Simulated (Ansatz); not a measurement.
C2H4Cl2O2Si (SMILES CC(=O)O[SiH](Cl)Cl), singlet, geometry from GFN2-xTB, atoms displaced at random by about 0.08 Å a coordinate; Ansatz (a first-principles code) with B3LYP/STO-3G, gradient.

Here is a job for Ansatz.
Ansatz 0.2 input:
```yaml
crystal:
  periodic: [false, false, false]
  atoms:
    - {symbol: Si, position_ang: [0.82164474, 0.16344402, -0.35799525]}
    - {symbol: Cl, position_ang: [1.46307649, -0.38086055, 1.42885327]}
    - {symbol: Cl, position_ang: [1.30642970, 1.72374780, -0.92266552]}
    - {symbol: O, position_ang: [-0.91466044, 0.22956453, -0.26729451]}
    - {symbol: C, position_ang: [-1.86157440, -1.00140024, 0.06502543]}
    - {symbol: C, position_ang: [-3.22565379, -0.34795219, 0.03107268]}
    - {symbol: O, position_ang: [-1.33041830, -2.13745548, -0.00536108]}
    - {symbol: H, position_ang: [1.09009835, -0.96967510, -1.32559429]}
    - {symbol: H, position_ang: [-3.78961591, -1.19152665, 0.21074852]}
    - {symbol: H, position_ang: [-3.16641355, 0.22289779, 0.99429372]}
    - {symbol: H, position_ang: [-3.48756434, 0.18485588, -0.64784813]}
basis:
  gaussian:
    orbitals: STO-3G
hamiltonian:
  xc: b3lyp
output: {forces: true}
```

It wrote (shortened):

```
Functional definition: B3LYP
640 factors; integrals over basis functions are off by at most 3.2e-5 eV
mean field evaluation 1: about -38701.2160 eV, gradient 4.4e1 eV
mean field evaluation 2: about -38692.3615 eV, gradient 7.5e1 eV
mean field evaluation 4: about -38707.2914 eV, gradient 7.8e0 eV
mean field evaluation 8: about -38707.4226 eV, gradient 1.0e-1 eV
mean field -38707.42261835 eV, -1422.4715443909 hartree, gradient 8.1e-6 eV, S^2 0.000000; 0 other end points of the search recorded, 0 dependent functions left out
the calculation of the forces begins
reference -38707.42283724 eV, -1422.4715524349 hartree; 40, 40 occupied and 11, 11 virtual orbitals, 640 factors
Total energy: -38707.42283724 eV, -1422.4715524349 hartree
Atom 0 at     0.821645     0.163444    -0.357995 Å, force    -8.080639   -16.787747     1.462805 eV/Å
Atom 1 at     1.463076    -0.380861     1.428853 Å, force     1.651078    -0.962521     3.489401 eV/Å
Atom 2 at     1.306430     1.723748    -0.922666 Å, force     5.212772    15.730012    -5.670358 eV/Å
Atom 3 at    -0.914660     0.229565    -0.267295 Å, force    -1.805517    -1.402463     1.055072 eV/Å
Atom 4 at    -1.861574    -1.001400     0.065025 Å, force     6.390681     2.764675    -3.668034 eV/Å
Atom 5 at    -3.225654    -0.347952     0.031073 Å, force     5.165997    -6.827004    13.060026 eV/Å
Atom 6 at    -1.330418    -2.137455    -0.005361 Å, force    -1.485655     0.488662     0.815191 eV/Å
Atom 7 at     1.090098    -0.969675    -1.325594 Å, force     0.415616     1.110129     0.810857 eV/Å
Atom 8 at    -3.789616    -1.191527     0.210749 Å, force    -3.177023    -2.044514     0.300083 eV/Å
Atom 9 at    -3.166414     0.222898     0.994294 Å, force    -0.828643     0.010454    -0.747417 eV/Å
Atom 10 at    -3.487564     0.184856    -0.647848 Å, force    -3.458668     7.920316   -10.907627 eV/Å
Dipole moment:    -0.370309     0.045721    -0.223184 e Å
```
